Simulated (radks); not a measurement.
Valence configurations of Os II (all share [Xe]). All-electron calculation, scalar-relativistic Kohn-Sham, PBE, spin-polarised, spherical densities, point nucleus; open shells are filled with parallel spins first (spin-orbit coupling, left out, can overturn this in heavy ions). Program: a radial shooting solver on a logarithmic mesh with Libxc functionals. Energies are relative to 4f14 5d6 6s1; eigenvalues in eV for spin up.

| valence | E (eV) | moment (Bohr magnetons) | e(4f) | e(5d) | e(6p) | e(6s) |
|---|---|---|---|---|---|---|
| 4f14 5d6 6s1 | 0.000 | 5 | -59.882 | -15.225 | - | -13.991 |
| 4f14 5d7 | 1.657 | 3 | -57.138 | -13.016 | - | - |
| 4f14 5d6 6p1 | 6.446 | 5 | -61.452 | -16.588 | -8.411 | - |
| 4f14 5d5 6p2 | 12.246 | 7 | -65.947 | -20.183 | -9.841 | - |
| 4f14 5d4 6s1 6p2 | 15.878 | 7 | -69.356 | -22.244 | -10.512 | -18.133 |
| 4f13.5 5d6.5 6s1 | 24.653 | 5 | -65.252 | -15.783 | - | -14.057 |
| 4f13 5d6 6s2 | 53.408 | 5 | -74.070 | -18.745 | - | -15.032 |
| 4f13 5d6 6s1 6p1 | 58.242 | 7 | -75.512 | -20.223 | -9.234 | -16.410 |
| 4f13 5d5 6s1 6p2 | 66.448 | 9 | -80.404 | -24.085 | -10.660 | -18.526 |
| 4f12 5d6 6s1 6p2 | 129.77 | 9 | -92.068 | -25.545 | -10.795 | -18.788 |

NIST lists [Xe] 4f14 5d6 6s1 as the ground configuration; this level of theory agrees among the configurations tried. The energies are those of spherical high-spin densities, not of single terms.
